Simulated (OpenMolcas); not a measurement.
Ni2+, Pd2+, Pt2+: d⁸ down the group

| Item | Value |
| --- | --- |
| Program | OpenMolcas 26.06 |
| Method | SS-CASPT2, IPEA 0.25 Eh, imaginary shift 0.1 Eh |
| Basis | ANO-R3 |
| Scalar Hamiltonian | X2C, finite nucleus |
| Spin-orbit coupling | state interaction with AMFI integrals over the reference wave functions, term energies averaged over their components |

Active space for each ion: 8 electrons in 6 orbitals (d s); closed shells correlated by CASPT2: Ni2+ 3s 3p; Pd2+ 4s 4p; Pt2+ 5s 5p.

Computed levels in cm-1 above ³F₄:

```csv
Level,Ni2+,Pd2+,Pt2+
³F₃,1461,3330,10470
³P₁,17150,13420,17140
³P₀,17420,13660,15380
¹G₄,22720,17560,21700
¹S₀,51360,41320,45250
weight of ³F in the lowest level (%),100,99,95
```

Mixed levels, with the weight of the term that names them: Pt2+ ¹S₀ (51 %).

Measured, with the error of the calculation in %. Measured levels: Ni2+ from Corliss and Sugar, J. Phys. Chem. Ref. Data 10, 197 (1981); Pd2+ from Moore, Atomic Energy Levels, vol. III, NSRDS-NBS 35 (1971 reprint of NBS Circular 467, 1958); Pt2+ from NIST levels as listed in McCann et al., Mon. Not. R. Astron. Soc. 538, 537 (2025).

```csv
Level,Ni2+,Pd2+,Pt2+
³F₃,1361 (+7.3),3230 (+3.2),9752 (+7.3)
³P₁,16978 (+1.0),13470 (-0.4),16782 (+2.1)
³P₀,17231 (+1.1),13699 (-0.3),14939 (+3.0)
¹G₄,23109 (-1.7),17880 (-1.8),21331 (+1.7)
¹S₀,52532 (-2.2),,
```

The fine-structure level ³F₃ changes by a factor of 7.17 from Ni2+ to Pt2+.

Without spin-orbit coupling ³P lies 15690, 10090, 7110 cm-1 above ³F in that order; the difference to the level ³P₁, of either sign, comes from spin-orbit coupling, which also lowers the zero.

Term energies are means over components that CASPT2 splits; among the terms shown or strongly mixed into the levels shown the widest spread is 640 cm-1 (3d⁸ ¹G, Ni2+). Terms from blocks run as CI alone lack orbitals of their own. Computed and measured levels are paired by configuration, term and J; levels that our copy of the source lacks, or whose pairing is in doubt (as where it misses far off the trend of its configuration), stay unpaired and out of the deviations. Only configurations of the active space appear.
